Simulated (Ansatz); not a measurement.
Coupled-cluster diagnostics for the cluster CrO₃⁺ (the lowest doublet isomer of a short search), Ansatz.

Geometry of the doublet (r2SCAN-D4/def2-TZVP):

Cartesian coordinates in Å:
```
Cr 0.467 0.432 0.223
O 1.804 -0.313 0.183
O -1.236 -0.268 0.413
O -1.036 0.149 -0.819
```

Correlated methods freeze 8 core orbitals; core or outer-core shells of Cr are correlated, in sets that lack core-valence functions. The structure holds one bond between oxygen atoms, so isomers without such links may lie far lower. The structure comes from a short search, and lower isomers may exist.

Geometry of the charge 1 quartet (r2SCAN-D4/def2-TZVP):

```xyz
4

Cr   -0.157    0.532    0.412
O     0.973    1.563    0.423
O    -0.133   -1.355    0.085
O    -0.683   -0.740   -0.920
```

Geometry of the charge 1 sextet (r2SCAN-D4/def2-TZVP):

```tsv
atom	x (Å)	y (Å)	z (Å)
Cr1	0.706	-0.528	0.787
O2	2.015	-0.607	-0.076
O3	-1.548	0.825	-0.867
O4	-1.173	0.311	0.156
```

**Question.** Estimate the CCSD(T) correlation energy, the shares of MP2 and (T), T1 and the reference's ⟨S²⟩ for: charge 1, doublet, own geometry in def2-TZVPP; charge 1, quartet, own geometry in def2-TZVPP; charge 1, sextet, own geometry in def2-TZVPP; and the rough time on 2 threads of Arm Neoverse V1 on a shared host.

**Answer.** 
```json
{"state": "charge 1, doublet, own geometry", "basis": "def2-TZVPP", "correlation (eV)": "-33.821", "MP2 share (%)": "89.9", "(T) share (%)": "5.9", "T1": "0.083", "⟨S²⟩ (pure)": "2.71 (0.75)", "wall time": "5.7 min", "remarks": "flagged by the program, large T1, spin-contaminated"}
{"state": "charge 1, quartet, own geometry", "basis": "def2-TZVPP", "correlation (eV)": "-33.736", "MP2 share (%)": "89.8", "(T) share (%)": "5.9", "T1": "0.083", "⟨S²⟩ (pure)": "4.68 (3.75)", "wall time": "6.6 min", "remarks": "large T1, spin-contaminated"}
{"state": "charge 1, sextet, own geometry", "basis": "def2-TZVPP", "correlation (eV)": "-31.267", "MP2 share (%)": "90.3", "(T) share (%)": "4.8", "T1": "0.085", "⟨S²⟩ (pure)": "9.65 (8.75)", "wall time": "6.1 min", "remarks": "flagged by the program, large T1, spin-contaminated"}
```
Customary marks for T1 are 0.02 (closed shells), 0.045 (open shells) and about 0.05 (3d metals). T1 exceeds 0.02 in 3 of 3 rows and 0.045 in 3; the higher it lies, the less the single-reference result can be trusted.
